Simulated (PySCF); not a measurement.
H₆InN₃, SMILES [NH2][In]([NH2])[NH2]. Coordinates come from a PBE-D3(BJ)/def2-SVP optimisation. The def2 effective core potentials stand for the cores of In; spin–orbit coupling is left out. The values are those of a single conformer.

Computed equilibrium geometry at PBE-D3(BJ)/def2-SVP (PySCF confirms it by a frequency run) as a Z-matrix, and its point group (one conformer of several):
point group Cs.
```
In
N 1 2.0722
H 2 1.0287 1 112.18
H 2 1.0287 3 106.30 1 -122.95
N 1 2.0734 2 119.17 3 -145.78
H 5 1.0286 1 112.75 2 -154.20
H 5 1.0289 6 106.30 1 -122.93
N 1 2.0734 2 119.17 3 26.22
H 8 1.0286 1 112.75 2 154.20
H 8 1.0289 9 106.30 1 122.93
```
Charge 0, spin multiplicity 1.
